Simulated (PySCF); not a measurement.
# Neon: a sound run and one with changed settings

Sound run: Ne⁺ [He] 2s2 2p5, Ne²⁺ [He] 2s2 2p4. All numbers are calculated (PySCF 2.14, the spin-free X2C one-electron Hamiltonian (Gaussian nucleus), in aug-cc-pVDZ-DK). The sound run starts from symmetry-adapted Hartree-Fock orbitals and uses a fine grid where one is needed.

Changed run: radial step 0.5 in ln r (0.13 in the sound run). This setting is unsound on purpose.

| species | method | sound run (hartree) | changed run (hartree) | converged |
| --- | --- | --- | --- | --- |
| Ne⁺ | UHF | -127.90409 | -127.90409 | yes |
| Ne⁺ | MN15 | -128.21649 | -128.21133 | yes |
| Ne⁺ | LDA | -127.49443 | -127.48941 | yes |
| Ne²⁺ | UHF | -126.45984 | -126.45984 | yes |
| Ne²⁺ | MN15 | -126.69874 | -126.70002 | yes |
| Ne²⁺ | LDA | -125.96943 | -125.96230 | yes |

Ionisation energy of Ne⁺:

```csv
method,sound run (eV),changed run (eV)
UHF,39.300,39.300
MN15,41.300,41.125
LDA,41.497,41.555
```

A coarse radial grid mis-integrates the density and the exchange-correlation energy, with errors of either sign; Hartree-Fock needs no grid.

For comparison, NIST gives 40.963 eV between the lowest levels.
